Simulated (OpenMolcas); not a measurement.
Pd2+ with 6 ligands (water) in octahedral coordination (Th). Ligand basis ANO-RCC-VDZP.

- Program: OpenMolcas 26.06
- Method: SS-CASPT2, IPEA 0.25 Eh, imaginary shift 0.1 Eh (closed shells correlated: 4s 4p and the ligand valence shells)
- Basis: ANO-RCC-VTZP [7s6p4d2f1g]
- Scalar Hamiltonian: DKH2, point nucleus
- Active space: 8 electrons in 5 orbitals (4d)
- State averaging: 2S+1 = 3 even, 10 roots; 2S+1 = 1 even, 15 roots
- Spin-orbit coupling: state interaction with AMFI integrals over the reference wave functions

All ligands move together. At R = 2.08 Å the first state of the same spin is 18540 cm-1, and at R = 2.22 Å it is 12530 cm-1.

Q: A third run gives 10340 cm-1. What distance was it run at?

A: With a power law R^-n the two known points give n = -ln(12530 / 18540) / ln(2.22 / 2.08) = 6.01. Then R = 2.08 × (18540 / 10340)^(1/6.01) = 2.292 Å. The run was at 2.29 Å, so the estimate is off by +0.002 Å.

Roots that are degenerate in the reference are averaged as groups; the widest CASPT2 spread within a group is 580 cm-1 (the 3-fold group of multiplicity 1 near 19900 cm-1 above the lowest state of its run, R = 2.29). Shifts and gaps below about the spread of the groups concerned are not significant. Over all roots computed the reference weight is 0.68 to 0.69 in R = 2.08, 0.68 to 0.69 in R = 2.22, 0.68 to 0.69 in R = 2.29; a low but even weight reflects the number of correlated electrons. Real 4d8 and 5d8 ions are as a rule square planar and diamagnetic. Ligand-to-metal charge-transfer states are missing. With no ligand orbital active B as a rule stays too high, so bands that hang on it stand too high and its fall with covalency is understated. With one d shell and no ligand orbital active, 10Dq can be off by a tenth or more. Free-ion shares, where given, are those of the reference states; single-state CASPT2 does not remix them (holds for R = 2.22; R = 2.29). No measured value stands beside these numbers; the geometry was imposed, not optimised, and the real ion may take another.
